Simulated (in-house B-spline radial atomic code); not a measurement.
Mg. Computed with a B-spline radial atomic code. Model: non-relativistic spherical atom: semilocal Troullier-Martins pseudo-atom, one channel per l, against all electrons, high spin, G0W0 and RPA with empty states to l = 8, local potential for every l without a channel, a model core (radius 0 = none) keeps its share of the functional.

What the tables leave out is listed at the end.

The pseudopotential gives back the lowest level of each angular momentum of its own functional in the configuration it was made in; a second state of the same l is only approximately right. Exact exchange, RPA and GW see the smooth pseudo-orbitals and miss the exchange with the core, for which the functional's share stands in. The column with an uncorrelated core keeps all orbitals and exact exchange, and so separates missing core correlation from pseudisation. Only the three outermost levels and the lowest empty one were computed. RPA here is direct RPA, with no exchange kernel, and its energies carry an (l + 1/2)⁻⁴ tail. A hybrid on a potential with a model core restores only its own semilocal share of the core's exchange.

Command:
```bash
python run_psgw.py task.json out
```
Settings (lengths in bohr, energies in hartree):
```
Z                      12
electrons              12
configuration          [Ne] 3s2
generated_in           [Ne] 3s2
functional             lda,vwn
core_shells            2
radius_factor          0.8
core_correction        True
ion_configuration      [Ne] 3s1
```

Time taken, with all properties: 24 s on 1 thread of Arm Neoverse V2, with other jobs on the host.

Given: made with LDA VWN5; model core radius 0.201 bohr; local radius 0.787 bohr; mean-field start LDA VWN5.

Valence shells of the generating configuration: 2p, 3s.

Channel: s 2.003, p 0.572 (radii in bohr).

Computed: largest level miss in the spin-unpolarised generating configuration 0 eV; valence RPA correlation energy all-electron orbitals -0.42353 hartree; all-electron RPA polarisability, core included 53.033 bohr³; pseudo-atom RPA polarisability 53.079 bohr³; ionisation by mean-field all-electron 7.7209 eV; ionisation by mean-field pseudo minus all -0.004 eV; ionisation by RPA all-electron 8.0165 eV.

```
level  occupied  mean-field all-electron (eV)  mean-field pseudo minus all (eV)  G0W0 all-electron (eV)  G0W0 uncorrelated core minus all (eV)  G0W0 pseudo minus all (eV)  exchange self-energy all-electron (eV)  exchange self-energy pseudo (eV)
   3s         1                       -4.7736                                 0                 -7.5347                                 -0.025                      -0.144                                 -9.0787                           -8.5914
```

Task: What is the ionisation by RPA pseudo minus all?

Result: 0.149 eV.

Task: What is the valence RPA correlation energy pseudo?

Result: -0.54023 hartree.

Given: mean-field start PBE0.

Computed: valence RPA correlation energy all-electron orbitals -0.39684 hartree; valence RPA correlation energy pseudo -0.51434 hartree; all-electron RPA polarisability, core included 46.37 bohr³; pseudo-atom RPA polarisability 45.837 bohr³; ionisation by mean-field pseudo minus all 0.02 eV; ionisation by RPA all-electron 7.8399 eV.

| level | occupied | mean-field all-electron (eV) | mean-field pseudo minus all (eV) | G0W0 all-electron (eV) | G0W0 uncorrelated core minus all (eV) | G0W0 pseudo minus all (eV) | exchange self-energy all-electron (eV) | exchange self-energy pseudo (eV) |
| --- | --- | --- | --- | --- | --- | --- | --- | --- |
| 3s | 1 | -5.4255 | -0.015 | -7.6709 | -0.022 | -0.132 | -8.8703 | -8.5383 |

Task: What is the ionisation by mean-field all-electron?

Result: 7.5415 eV.

Task: What is the ionisation by RPA pseudo minus all?

Result: 0.116 eV.

Among the listed levels the largest G0W0 shift of the pseudo-atom is -0.14 eV, for 3s on the LDA VWN5 start, while leaving the core uncorrelated moves that level by -0.03 eV. The rest, -0.12 eV, comes from pseudisation and the lost core exchange. Not in the tables (levels of low weight, unsolved or above zero; the highest and the empty levels are kept at any weight): on LDA the G0W0 levels 2p (pseudo minus all +2.31 eV, weights 0.06 and 0.06), 3p (pseudo minus all +0.02 eV, weights 0.85 and 0.85); on PBE0 the G0W0 levels 2p (pseudo minus all +3.65 eV, weights 0.56 and 0.03), 3p (pseudo minus all +0.05 eV, weights 0.91 and 0.91); no Hartree-Fock pseudo-atom is run with a model core.
